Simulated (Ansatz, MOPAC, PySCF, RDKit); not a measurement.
Complex: HF (SMILES F) (first 2 atoms) with SO2 (SMILES O=S=O); geometry from B3LYP-D3(BJ)/def2-TZVP, rigid monomers moved along the line of their centres of mass till H2···O3 is 1.67 Å.
(charge 0, multiplicity 1):
```xyz
5

F      0.35084     0.50697    -0.65679
H      0.08404     0.72411     0.21057
O     -0.30311     0.70171     1.83163
S     -0.16146    -0.53138     2.57397
O     -0.50221    -0.51592     3.96671
```

Interaction energies are E(AB) − E(A) − E(B) at the monomers' geometry in the complex; basis-set methods are counterpoise corrected. RDKit's UFF carries no charges.

The state that PM6, PM7 reach isn't checked; PM7 holds dispersion and hydrogen-bond terms.

The values were computed with Ansatz (a first-principles code); MOPAC for PM6, PM7 (differences of heats of formation); PySCF for the dispersion terms; RDKit for the force fields. 

**Question.** One of these levels gives -125.9 meV for the interaction energy. Which one is it?
A. PBE-D4/def2-TZVPPD
B. UFF
C. PM7
D. PM6

**Answer.** D, PM6. The others give 5017.3 (UFF), -87.3 (PM7), -171.5 (PBE-D4/def2-TZVPPD)
